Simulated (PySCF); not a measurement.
## Polarisability and C₆ of Al (aluminium, neutral)

[Ne] 3s2 3p1, 2P determinant. All numbers are calculated (PySCF 2.14, scalar relativity by spin-free X2C-1e, in x2c-TZVPPall with one added diffuse shell each of s, p, d type (6s6p4d1f, 51 functions)). Coupled (time-dependent) response in atomic units; α is the mean over directions.

```json
{"method": "UHF", "mean α (bohr³)": "61.38", "α xx, yy, zz": "51.98, 80.16, 51.98", "C₆ (like pair)": "557.0", "S(−4)": "1949"}
{"method": "PBE", "mean α (bohr³)": "65.54", "α xx, yy, zz": "53.32, 90.00, 53.32", "C₆ (like pair)": "584.9", "S(−4)": "2681"}
{"method": "PBE0", "mean α (bohr³)": "62.65", "α xx, yy, zz": "52.00, 83.94, 52.00", "C₆ (like pair)": "558.8", "S(−4)": "2254"}
{"method": "M06", "mean α (bohr³)": "66.23", "α xx, yy, zz": "53.77, 91.13, 53.77", "C₆ (like pair)": "551.2", "S(−4)": "3587"}
{"method": "TPSS", "mean α (bohr³)": "62.36", "α xx, yy, zz": "52.12, 82.85, 52.12", "C₆ (like pair)": "566.6", "S(−4)": "2124"}
```

S(−4) is the Cauchy moment in α(ω) = α(0) + S(−4) ω² + …

Reference α: 57.8 ± 1 bohr³ (recommended; Schwerdtfeger and Nagle, table of static dipole polarizabilities (2023 update)). Published C₆: 528.0 (Chu and Dalgarno (2004); Tang, Norbeck and Certain (1976)).

α(iu) at PBE0:

```csv
u (hartree),α(iu) (bohr³)
0,62.65
0.0500,57.67
0.100,47.52
0.200,29.73
0.300,19.03
0.500,9.165
0.750,4.701
1.00,2.878
1.50,1.457
2.00,0.9193
3.00,0.4985
5.00,0.2364
```

A single London oscillator, α(iu) = α/(1 + u²/ω²), gives C₆ = (3/4) ω α². Matching the computed C₆ needs ω = 4 × 558.8 / (3 × 62.65²) = 0.190 hartree.

The components differ because the open shell of this determinant is not spherical; for a pure term their mean is the scalar polarisability.
